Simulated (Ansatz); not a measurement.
Mulliken charges of C₃H₃F₃S, SMILES `C=CSC(F)(F)F` from r2SCAN/def2-TZVPP in Ansatz (PBE0-D4/def2-TZVP geometry).

```
atom   x (Å)   y (Å)   z (Å)  charge (e)
  C1  -0.741   0.861  -1.103      -0.203
  C2  -0.463  -0.434  -1.162      -0.038
  S3   0.338  -1.490  -0.024      -0.006
  C4   0.746  -0.386   1.346       0.472
  F5  -0.326   0.165   1.915      -0.158
  F6   1.368  -1.124   2.264      -0.153
  F7   1.561   0.609   0.995      -0.158
  H8  -1.254   1.326  -1.935       0.086
  H9  -0.483   1.492  -0.264       0.072
 H10  -0.747  -1.018  -2.033       0.088
```

Task: By hand: the dipole of these point charges (1 e Å = 4.8032 D).

Result: Σ q r = (-0.095, -0.150, -0.267) e Å, of length 0.321 e Å = 1.54 D.

Task: How does the dipole of the full density compare? (An estimate is asked.)

Result: Computed: (-0.151, 0.029, -0.297) e Å, 1.61 D; the point charges give 0.96 times that, at 34° from its direction.

Point charges leave out the atoms' own dipoles, such as those of lone pairs, and Mulliken's split depends on the basis, so the two needn't agree.
